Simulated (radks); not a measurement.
Values are calculated unless marked as measured or tabulated.
Species: the krypton ion Kr2+. Configuration: [Ar] 3d10 4s2 4p3 5s1 (not the ground configuration). Level of theory: scalar-relativistic Kohn-Sham, PBEsol, spin-polarised, spherical densities, finite nucleus; open shells are filled with parallel spins first; Fermi nuclear charge, rms radius 4.1884 fm (a radial shooting solver on a logarithmic mesh with Libxc functionals).

X-ray form factor f0, the Fourier transform of the density (f0(0) = 34):

| sin(theta)/lambda (1/angstrom) | f0 (electrons) |
|---|---|
| 0.05 | 33.382 |
| 0.1 | 31.855 |
| 0.15 | 30.000 |
| 0.2 | 28.134 |
| 0.25 | 26.333 |
| 0.3 | 24.618 |
| 0.4 | 21.522 |
| 0.5 | 18.871 |
| 0.6 | 16.538 |
| 0.8 | 12.612 |
| 1 | 9.757 |
| 1.25 | 7.576 |
| 1.5 | 6.384 |
| 2 | 5.055 |
